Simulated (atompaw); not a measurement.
## PBE PAW (atompaw) dataset for Tl, scalar-relativistic all-electron reference.

- Element: thallium (Tl)
- Generator: atompaw 4.2.0.5
- Type: PAW
- Functional: PBE
- Relativity: scalar-relativistic
- Frozen core: [Kr] 4d10 4f14
- Valence charge: 21
- Reference configuration: 5s2 5p6 5d10 6s1 6p2
- Partial waves: 5s (bound): rc 1.10 bohr; 6s (bound): rc 1.40 bohr; 5p (bound): rc 1.85 bohr; 6p (bound): rc 2.15 bohr; 5d (bound): rc 2.15 bohr; 5d channel at 2.65 Ry: rc 2.15 bohr
- Local potential: troulliermartins scheme with l = 3 at 0.5 Ry, radius 1.50 bohr
- Core correction: smooth core density matched at 1.15 bohr
- Augmentation charge: sinc compensation charge, radius 1.80 bohr; PAW radius 2.15 bohr; waves and projectors: modrrkj vanderbiltortho

All-electron outer shells of the reference configuration (PBE, scalar-relativistic, ld1.x):

```tsv
shell	level (eV)	outermost node (bohr)	outermost maximum (bohr)
4d	-376.96	0.19	0.39
5s	-132.95	0.46	0.80
4f	-115.97	–	0.36
5p	-78.05	0.50	0.91
5d	-17.32	0.53	1.11
6s	-10.79	1.04	2.05
6p	-3.17	1.22	2.84
```

(1) Estimate the cutoffs (Ry, on a coarse ladder) from which the occupation-weighted sum of valence levels, in a spherical-Bessel basis at the reference potential, stays within 10 and 1 mRy of its value at 400 Ry.

(2) What does a ghost test show?

(3) Is the overlap operator S = 1 + Σ q|β⟩⟨β| positive definite (Bessel basis up to 400 Ry)?

(4) Which valence shell sets the plane-wave cutoff?

Results:

(1) 40 Ry and 80 Ry.

(2) No extra level below or beside the all-electron valence levels (s, p, d, f tested). The logarithmic derivative shows an extra or strongly shifted pseudo pole above the reference energy (p near 0.18 Ry).

(3) Yes: its lowest eigenvalue is 0.35 (s channel).

(4) 5s: its level needs 50 Ry to come within 1 mRy, against 35 Ry for 5p.
